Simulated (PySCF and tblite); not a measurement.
The numbers below are computed, except where a source is named.
C9H12O, numbered as in [CH3:1][CH:2]([CH3:3])[O:4][c:5]1[cH:6][cH:7][cH:8][cH:9][cH:10]1.

Search: ETKDG and KDG, MMFF94s, GFN2-xTB, 90 starts; geometries at PBE0-D3(BJ)/def2-SVP. Energies: CAM-B3LYP-D3(BJ)/def2-SVPD (IEF-PCM, chloroform), with GFN2-xTB thermal terms (modes under about 100 cm⁻¹ blended into free rotors). Symmetry numbers and mirror images are counted. Conformers within 3 kcal/mol (GFN2-xTB free energy) were kept, 6 at most. Programs: PySCF with density fitting and tblite.

Rotational constants are equilibrium values for the commonest isotopes; dipoles come from the energy level named and are polarised by its solvent model.

Torsions listed: C1–C2–O4–C5, C2–O4–C5–C6. Of a mirror pair one member is shown.

| conformer | shape | symmetry | weight % |
| --- | --- | --- | --- |
| 1 | -160°, 5° | C1 (pair) | 99.9 |
| 2 | 66°, 180° | Cs | 0.1 |

Sets of constants, in random order:

```csv
set,A (MHz),B (MHz),C (MHz),abs μa (D),abs μb (D),abs μc (D)
P,3313,770,682,1.25,1.40,0.25
Q,2920,834,758,1.68,1.21,0.00
```

Match each set to its conformer.

P is conformer 1, Q is conformer 2.
